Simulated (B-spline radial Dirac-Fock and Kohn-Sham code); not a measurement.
## Atomic SCF run for Eu

ΔSCF core binding energies without Breit or QED terms, calculated with a radial B-spline solver. Keys: rel is the Hamiltonian (dirac, or spin-free x2c and nr, where L3 and M5 stand for the whole 2p and 3d shells), method is hf or an exchange,correlation pair (spin-unpolarised, also for the hole states), nuc the nuclear model, radius_factor scales its radius, rmax is the box in bohr, h the logarithmic mesh step, order the B-spline order, points the quadrature points per cell, c_factor scales the speed of light, and damp, ndamp, maxit and tol steer the iteration. The run stops when the commutator error falls below 10·tol·max(1, Z/10), or the numerical noise floor, and the energy has settled to about 1e-8 Ha; the virial ratio is −V/T.

Input (task.json):

```json
{"items": [{"Z": 63, "q": 0, "cfg": [[1, 0, 2], [2, 0, 2], [2, 1, 6], [3, 0, 2], [3, 1, 6], [3, 2, 10], [4, 0, 2], [4, 1, 6], [4, 2, 10], [4, 3, 7], [5, 0, 2], [5, 1, 6], [6, 0, 2]], "A": 153, "rrms": 5.1115, "do": "settings", "holes": ["K", "L3", "M5"],
  "settings": [{"rel": "dirac", "method": "hf", "nuc": "fermi", "radius_factor": 1.0, "rmax": 45.0, "h": 0.3, "order": 8, "points": 10, "c_factor": 0.396, "maxit": 91, "damp": 0.5, "ndamp": 3, "tol": 1e-08}]}]}
```

Command: `python xray2_run.py task.json out`

Ground-state iterations:

```
iter   energy (Ha)        error
   1   -15999.54781841  3.87e+01
   2   -16064.70143714  2.50e+00
   3   -16070.34678940  1.16e+00
   4   -16071.27621059  5.39e-01
   5   -16068.40507141  1.94e-01
   6   -16068.00194291  3.48e-01
   7   -16070.30673121  2.02e-01
   8   -16071.21473103  8.06e-02
   9   -16071.43092779  2.57e-02
  10   -16071.46527520  1.11e-02
  11   -16071.47106521  2.13e-03
  12   -16071.47129904  1.74e-04
  13   -16071.47130291  1.25e-04
  14   -16071.47130378  9.74e-05
  15   -16071.47130410  2.77e-05
  18   -16071.47130414  1.51e-07
```

The ground state converged in 18 iterations, with total energy -16071.47130 Ha, virial ratio 1.13950 and highest orbital energy -2.43 eV. ΔSCF binding energies: K (1s) 31979.5 eV, L3 (2p3/2) 6869.9 eV, M5 (3d5/2) 976.2 eV.

Problem. One setting is unsound. Which, and why?

Solution. c_factor makes c so small that Zα exceeds 1, so any numbers that come out have no meaning. With the default settings (Dirac Hartree-Fock): The ground state converged in 13 iterations, with total energy -10846.48249 Ha, virial ratio 1.91988 and highest orbital energy -4.93 eV. ΔSCF binding energies: K (1s) 48725.6 eV, L3 (2p3/2) 6996.3 eV, M5 (3d5/2) 1137.1 eV.
